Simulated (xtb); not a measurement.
xtb input:

```bash
xtb mol.xyz --gfn 2 --sp --chrg 1 --uhf 0
```
mol.xyz:
```
2

As    -0.00000000    -0.00000000    -0.31730468
O      0.00000000     0.00000000     1.30888181
```

Problem. Which total energy does the run end on?

Solution. -5.87313 Eh (GFN2-xTB).

This state (charge 1, singlet) is run at the relaxed geometry of the species with charge 0 and multiplicity 2.
